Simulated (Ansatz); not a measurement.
Geometry optimisation, RKS revPBE-D4/def2-SVP (Ansatz).

input.yaml

```yaml
crystal:
  periodic: [false, false, false]
  atoms:
    - { symbol: W, position_ang: [-0.072336, 0.430026, 0.017135] }
    - { symbol: H, position_ang: [1.171523, -0.273362, 0.978406] }
    - { symbol: H, position_ang: [0.905762, -0.545734, -0.902333] }
    - { symbol: F, position_ang: [0.274543, 1.753168, -1.302963] }
    - { symbol: H, position_ang: [-1.665638, -0.088072, 0.327326] }
    - { symbol: H, position_ang: [-0.228339, -1.251009, 0.211347] }
    - { symbol: H, position_ang: [-0.694723, -0.442678, -1.243242] }
    - { symbol: Cl, position_ang: [1.204199, 2.139251, 2.900503] }
    - { symbol: H, position_ang: [1.58611, 0.993009, 2.287921] }
basis:
  gaussian: { orbitals: def2-SVP }
hamiltonian:
  xc: revpbe
  dispersion: d4
relax:
  f_tol: 0.03
  max_steps: 50
```

Command:

```bash
$ ansatz run input.yaml --threads 2 --pin off --max-ram 3072MiB --backend cpu --events-out ev --progress --plain --runs-dir out
```

Where does it end, and by what steps?

It converged. After 24 steps the energy has fallen by 1.959 eV; H9 moved furthest, 1.55 Å. Parted: Cl8–H9 (1.35 → 2.56 Å). Joined: W1–Cl8 (3.59 → 2.37 Å), W1–H9 (2.87 → 1.69 Å), H2–H6 (1.87 → 0.85 Å).

| step | energy less start (eV) | largest force component (eV/Å) | accepted |
| --- | --- | --- | --- |
| 0 | 0.0000 | 0.926 | yes |
| 1 | -0.0924 | 0.408 | yes |
| 2 | -0.1746 | 0.256 | yes |
| 3 | -0.2758 | 0.386 | yes |
| 4 | -0.3230 | 0.992 | yes |
| 5 | -0.3976 | 1.104 | yes |
| 6 | -0.5462 | 0.955 | yes |
| 7 | -0.7648 | 0.814 | yes |
| 8 | -0.9964 | 1.356 | yes |
| 9 | -1.1651 | 1.440 | yes |
| 10 | -1.2773 | 0.578 | yes |
| 11 | -1.2641 | 0.624 | no |
| 12 | -1.3391 | 0.197 | yes |
| 13 | -1.3609 | 0.179 | yes |
| 14 | -1.3893 | 0.392 | yes |
| 15 | -1.4683 | 0.438 | yes |
| 16 | -1.6009 | 0.426 | yes |
| 17 | -1.7558 | 0.553 | yes |
| 18 | -1.8624 | 1.125 | yes |
| 19 | -1.8074 | 1.637 | no |
| 20 | -1.9478 | 0.188 | yes |
| 21 | -1.9534 | 0.133 | yes |
| 22 | -1.9541 | 0.229 | yes |
| 23 | -1.9585 | 0.049 | yes |
| 24 | -1.9587 | 0.008 | yes |

```xyz
9
Properties=species:S:1:pos:R:3
W 0.262 0.748 0.092
H 0.734 -0.814 1.111
H 1.272 -0.349 -0.728
F 0.246 2.131 -1.155
H -1.216 0.172 0.670
H -0.115 -0.875 1.053
H -0.461 -0.474 -0.845
Cl 0.043 1.793 2.206
H 1.716 0.383 0.871
```

Whether the end is a true minimum wasn't checked by a vibrational analysis.

Time of the run: 59 s on 2 threads of Arm Neoverse V1, with other jobs on the host, peak memory 0.14 GiB.
